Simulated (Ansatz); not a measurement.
CH6S3Si, SMILES `[SiH3]CSSS`, relaxed with RKS PBE0-D4/def2-TZVP in the Gaussian-basis code of Ansatz from a PBE-D4/def2-SVP geometry. The force threshold is 0.005 eV/Å; the program also tests the step.

Charge 0, multiplicity 1.

Start:

```xyz
11

Si   -0.855    0.640    1.355
C     0.693    0.701    0.246
S     1.635   -0.880    0.204
S     0.351   -2.168   -0.791
S     0.543   -1.778   -2.860
H    -0.431    0.380    2.773
H    -1.576    1.962    1.285
H    -1.780   -0.448    0.895
H     0.470    1.008   -0.798
H     1.417    1.443    0.647
H    -0.469   -0.859   -2.958
```

| step | energy (eV) | largest force (eV/Å) | largest move (Å) |
| --- | --- | --- | --- |
| 1 | -41504.7963 | 0.784 | 0.000 |
| 2 | -41504.8724 | 0.330 | 0.062 |
| 3 | -41504.8776 | 0.128 | 0.058 |
| 4 | -41504.8804 | 0.059 | 0.033 |
| 5 | -41504.8806 | 0.032 | 0.006 |
| 6 | -41504.8807 | 0.009 | 0.006 |
| 7 | -41504.8808 | 0.013 | 0.010 |
| 8 | -41504.8809 | 0.016 | 0.012 |
| 9 (rejected) | -41504.8220 | 1.256 | 0.053 |
| 10 | -41504.8809 | 0.003 | 0.007 |
| 11 | -41504.8809 | 0.002 | 0.009 |

End:

```xyz
11

Si   -0.845    0.635    1.347
C     0.673    0.701    0.235
S     1.594   -0.859    0.175
S     0.346   -2.130   -0.791
S     0.561   -1.786   -2.807
H    -0.408    0.341    2.735
H    -1.535    1.954    1.315
H    -1.788   -0.413    0.887
H     0.446    1.021   -0.785
H     1.388    1.424    0.641
H    -0.433   -0.888   -2.951
```

Hardware: 4 threads of an Arm Neoverse V1 on a shared host. Wall time 60 s, peak host memory 0.71 GiB.
